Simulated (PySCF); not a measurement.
**Vibration and rotation of SrH⁻**

RHF-CCSD(T) constants of SrH⁻, ¹Σ⁺ (singlet), closed shell (PySCF, spin-free X2C with a Gaussian nucleus, basis sets Sr aug-cc-pVDZ-X2C, H aug-cc-pVDZ-DK; masses 87.9056 and 1.0078 u):

```
ωe              : 1025.6 cm⁻¹
ωexe            : 21.3 cm⁻¹
Be              : 3.3083 cm⁻¹
αe              : 0.102 cm⁻¹
D (centrifugal) : 0.000138 cm⁻¹
De to Sr + H⁻   : 1.95 eV
```

(1) Estimate the standard entropy (1 bar) and heat capacity of the ideal gas at 1500 K, rigid rotor with B0 and harmonic oscillator at the fundamental.

Correlated steps freeze 9 core orbitals. Correlated levels converge slowly with the basis: in double zeta they bind strong bonds too weakly, by up to about 1 eV, and carry superposition errors of some tenths. For an ion De counts to the pair picked by the measured ionisation energies or electron affinities, which need not be the lowest pair at this level.

Answers

(1) Translation (Sackur–Tetrode, M = 88.91 u): 198.4 J/(mol K). Rotation: q = kT/(σB0) = 320 with σ = 1, 56.3. Vibration: x = hcν0/kT = 0.943, 9.10. S° = 263.8 J/(mol K); Cp = 7R/2 + 7.72 = 36.8 J/(mol K).
